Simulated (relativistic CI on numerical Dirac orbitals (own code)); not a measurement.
# How well does a small relativistic CI reproduce Sb?

Calculated at this level of theory: Dirac-Coulomb-Breit CI, KLI orbitals optimised for each configuration, model QED, valence Slater integrals scaled by 0.85, P86 correlation estimate, and configurations built on the next ion tied to the tabulated ionisation energy (semi-empirical) (own radial code, finite nucleus).

Configurations in the expansion (outside the closed core [Kr] 4d10): 5s2 5p3, 5s2 5p2 6s, 5s2 5p2 5d, 5s2 5p2 6p, 5s2 5p2 6d, 5s2 5p2 7s, 5s2 5p2 5f, 5s2 5p2 6f, 5s 5p4, 5s2 5p2 7p, 5s2 5p 5d2, 5s2 5p2 4f, 5s2 5p2 7d, 5s2 5p2 5g, 5s2 5p2 7f, 5p5. Levels of other configurations are missing.

| Configuration | Term (tabulated) | J | Measured (cm⁻¹) | Computed | Error | Purity (%) |
| --- | --- | --- | --- | --- | --- | --- |
| 5s2 5p3 | 4S° | 3/2 | 0.0 | 0 | 0 | 95 |
| 5s2 5p3 | 2D° | 3/2 | 8512.1 | 9761 | 1249 | 79 |
| 5s2 5p3 | 2D° | 5/2 | 9854.0 | 11450 | 1596 | 100 |
| 5s2 5p3 | 2P° | 1/2 | 16395.4 | 15604 | -792 | 97 |
| 5s2 5p3 | 2P° | 3/2 | 18464.2 | 17897 | -568 | 75 |
| 5s2 5p2 6s | 4P | 1/2 | 43249.3 | 43422 | 173 | 82 |
| 5s2 5p2 6s | 4P | 3/2 | 45945.3 | 46038 | 93 | 92 |
| 5s2 5p2 6s | 2P | 1/2 | 46991.1 | 47321 | 329 | 82 |
| 5s2 5p2 6s | 4P | 5/2 | 48332.4 | 48582 | 250 | 87 |
| 5s2 5p2 6s | 2P | 3/2 | 49391.1 | 49931 | 540 | 71 |
| 5s2 5p2 5d | 4F | 5/2 | 55120.9 | 55266 | 145 | 57 |
| 5s2 5p2 6s | 2D | 5/2 | 55728.3 | 56875 | 1147 | 80 |
| 5s2 5p2 5d | 4F | 7/2 | 56528.1 | 56668 | 140 | 68 |
| 5s2 5p2 5d | 2F | 5/2 | 57287.1 | 57714 | 427 | 60 |
| 5s2 5p2 5d | 2F | 7/2 | 61125.7 | 61500 | 375 | 66 |

Measured levels from NIST Handbook of Basic Atomic Spectroscopic Data (Sansonetti and Martin, J. Phys. Chem. Ref. Data 34, 1559 (2005)); pairs were made by configuration, J and term (by order where the table uses no LS term), so strongly mixed levels may be paired wrongly.

Mean error by configuration (cm⁻¹): 5s2 5p3 371; 5s2 5p2 6s 422; 5s2 5p2 5d 272. Over the excited levels the mean absolute error is 559 cm⁻¹ (14 of the 20 excited levels that our extract of the source holds in range could be paired, and the others can miss by more), and the median relative error of those above 1,000 cm⁻¹ is 0.72 %.

Transition probabilities of persistent lines. The last column rescales the computed rate by the cube of measured over computed energy:

| λ measured (Å) | Lower | Upper | A tabulated (s⁻¹) | A computed | A rescaled |
| --- | --- | --- | --- | --- | --- |
| 2068.34 air | 5s2 5p3 4S°_3/2 | 5s2 5p2 6s 4P_5/2 | 1.81e+08 | 1.91e+08 | 1.88e+08 |
| 2175.82 air | 5s2 5p3 4S°_3/2 | 5s2 5p2 6s 4P_3/2 | 1.75e+08 | 1.69e+08 | 1.68e+08 |
| 2179.19 air | 5s2 5p3 2D°_5/2 | 5s2 5p2 6s 2D_5/2 | 2.39e+08 | 1.93e+08 | 1.99e+08 |
| 2311.46 air | 5s2 5p3 4S°_3/2 | 5s2 5p2 6s 4P_1/2 | 1.69e+08 | 1.65e+08 | 1.63e+08 |
| 2528.51 air | 5s2 5p3 2D°_5/2 | 5s2 5p2 6s 2P_3/2 | 1.77e+08 | 2.20e+08 | 2.38e+08 |
| 2598.05 air | 5s2 5p3 2D°_3/2 | 5s2 5p2 6s 2P_1/2 | 2.10e+07 | 2.75e+08 | 2.96e+08 |
| 2877.91 air | 5s2 5p3 2D°_3/2 | 5s2 5p2 6s 4P_1/2 | 4.24e+07 | 3.36e+07 | 3.69e+07 |
| 3232.49 air | 5s2 5p3 2P°_3/2 | 5s2 5p2 6s 2P_3/2 | 3.07e+07 | 3.33e+07 | 3.00e+07 |
| 3267.49 air | 5s2 5p3 2P°_1/2 | 5s2 5p2 6s 2P_1/2 | 4.95e+07 | 4.45e+07 | 3.99e+07 |
